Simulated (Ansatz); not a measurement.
Si18H28. The state is a singlet with charge 0. Geometry PBE-D4/def2-SVP.

```xyz
46

Si   -2.0951   -2.3103   -2.3498
Si   -2.6122   -1.2085    2.6402
Si    1.6663   -2.0054   -1.4888
Si    1.0242   -1.5241    2.3734
Si    0.3921   -0.9278   -4.9052
Si   -1.3587    1.2782   -2.3524
Si    2.4977    1.3584   -2.6768
Si   -1.3314    2.2518    1.4697
Si    2.2101    2.1612    2.3868
Si   -0.3926    0.9259    4.9030
Si    0.0983   -2.4974   -3.1791
Si   -0.9363   -1.6059    1.0341
Si   -1.8786   -0.4972   -0.8624
Si   -2.1152    0.9934    3.3031
Si    2.0028    0.2045   -0.6843
Si    1.5528    0.3378    3.7198
Si    0.4640    1.1690   -3.8434
Si    0.8126    1.8979    0.5103
H    -2.5315   -3.5707   -1.6479
H    -3.0596   -2.0112   -3.4713
H    -2.5054   -2.1506    3.8142
H    -3.9954   -1.3128    2.0515
H     1.5577   -3.0148   -0.3775
H     3.0267   -2.2057   -2.1243
H     0.6654   -2.6364    3.3373
H     2.2481   -1.9813    1.6263
H    -0.7557   -0.9844   -5.8818
H     1.6764   -1.1962   -5.6489
H    -2.5988    1.1944   -3.2183
H    -1.3929    2.6251   -1.6815
H     3.6135    0.6998   -3.4505
H     2.8586    2.7996   -2.4228
H    -2.4135    2.3741    0.4307
H    -1.0894    3.6479    2.0065
H     3.6698    2.0826    2.0204
H     1.9527    3.4626    3.1063
H    -0.6905   -0.0998    5.9677
H    -0.2329    2.2736    5.5605
H     0.4192   -3.8960   -3.6513
H    -0.9777   -3.0659    0.6328
H    -3.2548   -0.0980   -0.3702
H    -3.3239    1.7309    3.8304
H     3.2749    0.0506    0.1240
H     2.6443   -0.1213    4.6583
H     0.2590    2.2912   -4.8339
H     0.9548    3.1114   -0.3851
```

Single mean-field runs in def2-SVP, def2-TZVP are fitted with def2-universal-jkfit.

Q: Estimate the orbital energies around the gap (eV) in Ansatz with HF/6-31G, HF/def2-TZVP, PBE-D4/def2-SVP, PBE-D4/def2-TZVP, PBE0-D4/def2-SVP.

A: 
```tsv
orbital	HF/6-31G	HF/def2-TZVP	PBE-D4/def2-SVP	PBE-D4/def2-TZVP	PBE0-D4/def2-SVP
HOMO−5	-10.08	-10.20	-6.77	-6.76	-7.83
HOMO−4	-9.98	-10.03	-6.74	-6.70	-7.76
HOMO−3	-9.97	-9.85	-6.68	-6.64	-7.70
HOMO−2	-9.85	-9.77	-6.64	-6.64	-7.69
HOMO−1	-9.67	-9.76	-6.50	-6.50	-7.53
HOMO	-9.46	-9.39	-6.38	-6.36	-7.36
LUMO	1.80	1.63	-2.11	-2.25	-1.43
LUMO+1	1.82	1.67	-2.06	-2.20	-1.42
LUMO+2	1.93	1.70	-1.98	-2.17	-1.29
LUMO+3	1.98	1.98	-1.84	-2.00	-1.14
LUMO+4	2.03	2.02	-1.77	-1.94	-1.06
LUMO+5	2.04	2.03	-1.69	-1.88	-0.99
```
